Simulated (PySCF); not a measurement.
## Spin-rotation constants: SMILES CC(=O)C(C)(C)O[SiH3], C₅H₁₂O₂Si

Molfile (atoms numbered from 1):
```
C5H12O2Si
     RDKit          3D

 20 19  0  0  0  0  0  0  0  0999 V2000
   -2.0606    0.9797    0.0766 C   0  0  0  0  0  0  0  0  0  0  0  0
   -0.5596    0.9265    0.1163 C   0  0  0  0  0  0  0  0  0  0  0  0
    0.1128    1.9141    0.2696 O   0  0  0  0  0  0  0  0  0  0  0  0
    0.1083   -0.4389   -0.0469 C   0  0  0  0  0  0  0  0  0  0  0  0
   -0.5290   -1.4847    0.8779 C   0  0  0  0  0  0  0  0  0  0  0  0
   -0.0262   -0.8586   -1.5230 C   0  0  0  0  0  0  0  0  0  0  0  0
    1.4580   -0.3564    0.2618 O   0  0  0  0  0  0  0  0  0  0  0  0
    2.4542    0.9171    0.4599 Si  0  0  0  0  0  4  0  0  0  0  0  0
   -2.3833    2.0109   -0.0437 H   0  0  0  0  0  0  0  0  0  0  0  0
   -2.4591    0.3690   -0.7275 H   0  0  0  0  0  0  0  0  0  0  0  0
   -2.4485    0.6010    1.0204 H   0  0  0  0  0  0  0  0  0  0  0  0
    0.0408   -2.4069    0.7967 H   0  0  0  0  0  0  0  0  0  0  0  0
   -1.5622   -1.6820    0.6089 H   0  0  0  0  0  0  0  0  0  0  0  0
   -0.4780   -1.1433    1.9092 H   0  0  0  0  0  0  0  0  0  0  0  0
    0.3513   -0.0667   -2.1658 H   0  0  0  0  0  0  0  0  0  0  0  0
    0.5802   -1.7468   -1.6822 H   0  0  0  0  0  0  0  0  0  0  0  0
   -1.0567   -1.0802   -1.7851 H   0  0  0  0  0  0  0  0  0  0  0  0
    2.5513    1.7862   -0.7108 H   0  0  0  0  0  0  0  0  0  0  0  0
    2.2338    1.6635    1.6964 H   0  0  0  0  0  0  0  0  0  0  0  0
    3.6676    0.1070    0.5884 H   0  0  0  0  0  0  0  0  0  0  0  0
  1  2  1  0
  2  3  2  0
  2  4  1  0
  4  5  1  0
  4  6  1  0
  4  7  1  0
  7  8  1  0
  1  9  1  0
  1 10  1  0
  1 11  1  0
  5 12  1  0
  5 13  1  0
  5 14  1  0
  6 15  1  0
  6 16  1  0
  6 17  1  0
  8 18  1  0
  8 19  1  0
  8 20  1  0
M  END
```

Method: PySCF, GIAO BHandHLYP/pcSseg-1 magnetisability, rotational g tensor and spin-rotation constants, non-relativistic, gas phase. Geometry: GFN2-xTB.

(1) Give the nuclear spin-rotation constants along the inertial axes (H = +C I·J) beside the isotropic shieldings.

(2) How do the rotational constants and the g tensor change when H9, H10, H11, H12, H13, H14, H15, H16, H17, H18, H19, H20 are replaced by deuterium?

Results:

(1) Rotational constants 2.3680, 1.4354, 1.1300 GHz. A star marks the isotopologue with that one atom substituted, in its own axes.
```
atom  isotope  Caa (kHz)  Cbb (kHz)  Ccc (kHz)  mean (kHz)  σ (ppm)
  H9       1H     -0.246      0.033     -0.126      -0.113     29.7
 H10       1H     -0.113     -0.114     -0.076      -0.101     29.6
 H11       1H     -0.200     -0.176      0.012      -0.121     29.7
 H12       1H     -0.257      0.037     -0.127      -0.116     30.2
 H13       1H      0.051     -0.160     -0.131      -0.080     30.7
 H14       1H     -0.273     -0.128      0.003      -0.133     30.6
 H15       1H     -0.233     -0.109     -0.031      -0.124     30.5
 H16       1H     -0.250      0.028     -0.124      -0.116     30.2
 H17       1H      0.047     -0.164     -0.129      -0.082     30.8
 H18       1H     -0.191     -0.099      0.031      -0.086     27.1
 H19       1H     -0.192     -0.055     -0.002      -0.083     27.1
 H20       1H     -0.040     -0.030     -0.095      -0.055     27.4
  C1     13C*      0.321      0.229      0.187       0.246    160.1
  C2     13C*      1.375      0.788      0.257       0.807    -36.3
  O3     17O*     -1.902     -1.195     -0.041      -1.046   -283.0
  C4     13C*      0.483      0.365      0.263       0.370    109.7
  C5     13C*      0.355      0.250      0.170       0.258    157.5
  O7     17O*     -0.257     -0.113     -0.067      -0.146    296.9
 Si8    29Si*     -1.264     -0.797     -0.664      -0.908    409.0
```
For the geometry as given, no vibrational averaging.

(2) Constants 1.9517, 1.1906, 0.9637 GHz; g -0.0245, -0.0174, -0.0095, against -0.0296, -0.0207, -0.0109 before.
